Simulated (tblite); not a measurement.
Species: C4H5GaO3S.
Numbering: `[O:1]=[CH:2][O:3][C:4]1=[CH:5][CH:6]=[O+:7][GaH2-:8][S:9]1` (hydrogens: H10 on C2; H11 on C5; H12 on C6; H13, H14 on Ga8)
Bond orders are those of one Lewis drawing.

Computed with GFN2-xTB (tblite), gas phase: L-BFGS steps from a force-field or distance-geometry start until the largest atomic force falls under 0.01 eV/Å.

Step 4: E = -755.6279 eV
```
atom  x, y, z in Å  |  force x, y, z in eV/Å
O1      2.7866    0.1946   -0.6700   -0.049  -0.080  -0.294
C2      2.9182    0.2778    0.5079   -0.219   0.083  -0.019
O3      1.9030    0.3249    1.4002   -0.160   0.119  -0.281
C4      0.5777    0.2225    0.9438    0.368   0.244   0.206
C5      0.2431   -0.9168    0.2441    0.129  -0.681  -0.348
C6     -0.9656   -1.2896   -0.3382    0.268  -0.037   0.066
O7     -2.0629   -0.6574   -0.3456    0.057   0.335   0.201
Ga8    -2.5570    1.0023    0.4040   -0.034   0.248   0.084
S9     -0.4093    1.5172    1.3645    0.142   0.032   0.129
H10     3.9170    0.3570    0.9788   -0.489   0.000   0.402
H11     1.0631   -1.6132    0.1187   -0.080  -0.103  -0.076
H12    -0.9867   -2.2500   -0.8642    0.115  -0.047   0.019
H13    -3.6282    0.7775    1.4827   -0.028  -0.131   0.096
H14    -2.7998    2.0527   -0.6889   -0.017   0.018  -0.186
```

Step 5: E = -755.6661 eV
```
atom  x, y, z in Å  |  force x, y, z in eV/Å
O1      2.7877    0.1932   -0.6761   -0.100  -0.112  -0.479
C2      2.9069    0.2780    0.5001   -0.031   0.122   0.185
O3      1.9021    0.3374    1.3938   -0.174  -0.021  -0.226
C4      0.5865    0.2202    0.9433    0.104  -0.018   0.008
C5      0.2483   -0.9260    0.2393    0.102  -0.230  -0.102
C6     -0.9598   -1.2924   -0.3374    0.155  -0.014   0.036
O7     -2.0524   -0.6486   -0.3376    0.029   0.331   0.192
Ga8    -2.5755    1.0197    0.4059    0.302   0.027   0.083
S9     -0.3870    1.5131    1.3718   -0.185   0.143   0.093
H10     3.8881    0.3567    0.9947   -0.236   0.013   0.343
H11     1.0595   -1.6187    0.1150    0.160  -0.276  -0.102
H12    -0.9819   -2.2547   -0.8651    0.056   0.035   0.048
H13    -3.6241    0.7728    1.4820   -0.137  -0.134   0.200
H14    -2.7990    2.0488   -0.6919   -0.044   0.132  -0.278
```

Step 6: E = -755.6874 eV
```
atom  x, y, z in Å  |  force x, y, z in eV/Å
O1      2.7871    0.1908   -0.6837   -0.064  -0.095  -0.273
C2      2.8996    0.2799    0.4945    0.048   0.090   0.044
O3      1.8989    0.3442    1.3867   -0.130  -0.076  -0.154
C4      0.5921    0.2164    0.9416   -0.167   0.021  -0.041
C5      0.2528   -0.9323    0.2363    0.192  -0.099   0.003
C6     -0.9541   -1.2937   -0.3362   -0.119   0.071  -0.005
O7     -2.0454   -0.6381   -0.3296    0.195   0.179   0.162
Ga8    -2.5809    1.0298    0.4083    0.380  -0.038   0.086
S9     -0.3776    1.5134    1.3777   -0.243   0.064   0.032
H10     3.8676    0.3567    1.0096   -0.097   0.028   0.246
H11     1.0611   -1.6273    0.1110    0.192  -0.269  -0.094
H12    -0.9784   -2.2570   -0.8649    0.002   0.097   0.065
H13    -3.6242    0.7678    1.4852   -0.141  -0.117   0.197
H14    -2.7993    2.0489   -0.6985   -0.049   0.143  -0.268
```

**Question.** Estimate the geometry and energy of step 7. (The exact step hangs on the optimiser's Hessian estimate; all steps are aligned on step 6, rigid shifts and turns removed.)

**Answer.** E = -755.7122 eV, largest force 0.448 eV/Å
```
atom  x, y, z in Å  |  force x, y, z in eV/Å
O1      2.7856    0.1861   -0.6951    0.024  -0.048   0.021
C2      2.8915    0.2838    0.4853    0.087   0.014  -0.086
O3      1.8923    0.3507    1.3749   -0.029  -0.068  -0.037
C4      0.5944    0.2130    0.9388   -0.406  -0.085  -0.169
C5      0.2628   -0.9431    0.2323    0.094   0.121   0.100
C6     -0.9507   -1.2927   -0.3345   -0.015   0.031   0.012
O7     -2.0318   -0.6223   -0.3166    0.164   0.092   0.102
Ga8    -2.5786    1.0413    0.4132    0.322  -0.016   0.094
S9     -0.3717    1.5146    1.3852   -0.261  -0.036  -0.030
H10     3.8412    0.3575    1.0328    0.030   0.047   0.062
H11     1.0668   -1.6431    0.1042    0.187  -0.204  -0.068
H12    -0.9743   -2.2577   -0.8633   -0.090   0.152   0.064
H13    -3.6273    0.7593    1.4932   -0.066  -0.075   0.105
H14    -2.8008    2.0521   -0.7123   -0.041   0.075  -0.169
```

The energy changes by -0.0248 eV. The first-order estimate −F·Δx gives -0.0366 eV and the mean of the old and new forces, exact on a quadratic surface, -0.0248 eV. The step makes an angle of 51° with the force vector and moves no atom by more than 0.035 Å.

What follows is the cost of the whole relaxation. On an Arm Neoverse N1 with one thread, no GPU, shared host, this took 1.2 s wall.
